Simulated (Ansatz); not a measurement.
Cl$_{5}$Nb, triplet, geometry from GFN2-xTB (such geometries of metal compounds can be far from the true shape) (the multiplicity is a formal guess) (core potentials on Nb); B3LYP/def2-SVP run with Ansatz (a quantum-chemistry and plane-wave program).

Input for Ansatz:
Ansatz 0.2 input:
```yaml
crystal:
  periodic: [false, false, false]
  atoms:
    - {symbol: Nb, position_ang: [-0.01492354, 0.13977076, 0.08300446]}
    - {symbol: Cl, position_ang: [1.75230604, -0.45338092, -1.28112881]}
    - {symbol: Cl, position_ang: [1.01574328, -1.21183585, 1.89369583]}
    - {symbol: Cl, position_ang: [-0.98510748, 0.92490739, -2.06409157]}
    - {symbol: Cl, position_ang: [-1.53293634, -1.60118927, 0.06099884]}
    - {symbol: Cl, position_ang: [-0.21401343, 2.00440447, 1.19033848]}
basis:
  gaussian:
    orbitals: def2-SVP
hamiltonian:
  xc: b3lyp
magnetization: {spin_polarized: true, initial_magnetization: 2}
```

The log (banner, timings and long lists left out):

```
Functional definition: B3LYP
1125 factors; integrals over basis functions are off by at most 1.1e-3 eV
mean field evaluation 1: about -64150.7928 eV, gradient 1.0e1 eV
mean field evaluation 2: about -64150.2309 eV, gradient 1.5e1 eV
mean field evaluation 4: about -64151.3287 eV, gradient 1.0e0 eV
mean field evaluation 8: about -64151.4637 eV, gradient 1.1e-1 eV
mean field evaluation 16: about -64151.4638 eV, gradient 1.1e-3 eV
mean field evaluation 32: about -64150.9945 eV, gradient 2.4e0 eV
mean field evaluation 64: about -64151.2994 eV, gradient 4.5e-6 eV
mean field -64151.46375427 eV, -2357.5228095457 hartree, gradient 8.8e-6 eV, S^2 2.005725; 7 other end points of the search recorded, 0 dependent functions left out
reference -64151.46408673 eV, -2357.5228217630 hartree; 50, 48 occupied and 71, 73 virtual orbitals, 1125 factors
Total energy: -64151.46408673 eV, -2357.5228217630 hartree
```
